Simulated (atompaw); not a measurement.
Which change was made? (Bi, PAW (atompaw))

bismuth (Bi), PAW, made with atompaw 4.2.0.5 (LDA (PW92), scalar-relativistic). Core [Kr] 4d10 4f14, reference 5s2 5p6 5d10 6s2 6p2.5 (charge +0.5). Waves: 5s (bound): rc 1.45 bohr; 6s (bound): rc 2.15 bohr; 5p (bound): rc 1.70 bohr; 6p (bound): rc 2.15 bohr; 5d (bound): rc 2.15 bohr; 5d channel at -1.85 Ry: rc 2.15 bohr. Local part: ultrasoft scheme with l = 3 at 0 Ry, radius 1.75 bohr. Core correction: smooth core density matched at 1.75 bohr. Augmentation charge: sinc compensation charge, radius 1.60 bohr; PAW radius 2.15 bohr; waves and projectors: custom polynom2 7 10 vanderbiltortho.

Cutoffs, loose and tight: the cutoffs (Ry, on a coarse ladder) from which the occupation-weighted sum of valence levels, in a spherical-Bessel basis at the reference potential, stays within 10 and 1 mRy of its value at 400 Ry. They see the waves, projectors and local potential, not the compensation charge or the core.

The base gives: outcome: generated; cutoff, loose: 25 Ry; cutoff, tight: 160 Ry; bound ghosts: none.

Problem. After one change the result is: outcome: generated; cutoff, loose: 30 Ry; cutoff, tight: 90 Ry; bound ghosts: s. Which change was it?
A. all radii scaled by about 0.77 (s 1.12, p 1.30, d 1.66 bohr); local potential ultrasoft scheme with l = 3 at 0 Ry, radius 1.34 bohr; augmentation sinc compensation charge, radius 1.24 bohr; PAW radius 1.66 bohr; waves and projectors: custom polynom2 7 10 vanderbiltortho; core correction smooth core density matched at 1.34 bohr
B. all radii scaled by about 1.08 (s 1.56, p 1.82, d 2.32 bohr); local potential ultrasoft scheme with l = 3 at 0 Ry, radius 1.88 bohr; augmentation sinc compensation charge, radius 1.72 bohr; PAW radius 2.32 bohr; waves and projectors: custom polynom2 7 10 vanderbiltortho; core correction smooth core density matched at 1.88 bohr
C. all radii scaled by about 0.85 (s 1.22, p 1.44, d 1.82 bohr); local potential ultrasoft scheme with l = 3 at 0 Ry, radius 1.48 bohr; augmentation sinc compensation charge, radius 1.36 bohr; PAW radius 1.82 bohr; waves and projectors: custom polynom2 7 10 vanderbiltortho; core correction smooth core density matched at 1.48 bohr
D. all radii scaled by about 1.25 (s 1.80, p 2.12, d 2.68 bohr); local potential ultrasoft scheme with l = 3 at 0 Ry, radius 2.18 bohr; augmentation sinc compensation charge, radius 2.00 bohr; PAW radius 2.68 bohr; waves and projectors: custom polynom2 7 10 vanderbiltortho; core correction smooth core density matched at 2.18 bohr

Solution. B. The others give: all radii scaled by about 0.77 (s 1.12, p 1.30, d 1.66 bohr); local potential ultrasoft scheme with l = 3 at 0 Ry, radius 1.34 bohr; augmentation sinc compensation charge, radius 1.24 bohr; PAW radius 1.66 bohr; waves and projectors: custom polynom2 7 10 vanderbiltortho; core correction smooth core density matched at 1.34 bohr → outcome: generated; cutoff, loose: 260 Ry; cutoff, tight: over 300 Ry; bound ghosts: none | all radii scaled by about 1.25 (s 1.80, p 2.12, d 2.68 bohr); local potential ultrasoft scheme with l = 3 at 0 Ry, radius 2.18 bohr; augmentation sinc compensation charge, radius 2.00 bohr; PAW radius 2.68 bohr; waves and projectors: custom polynom2 7 10 vanderbiltortho; core correction smooth core density matched at 2.18 bohr → outcome: generated; cutoff, loose: 30 Ry; cutoff, tight: 70 Ry; bound ghosts: none | all radii scaled by about 0.85 (s 1.22, p 1.44, d 1.82 bohr); local potential ultrasoft scheme with l = 3 at 0 Ry, radius 1.48 bohr; augmentation sinc compensation charge, radius 1.36 bohr; PAW radius 1.82 bohr; waves and projectors: custom polynom2 7 10 vanderbiltortho; core correction smooth core density matched at 1.48 bohr → outcome: generated; cutoff, loose: 160 Ry; cutoff, tight: over 300 Ry; bound ghosts: none.
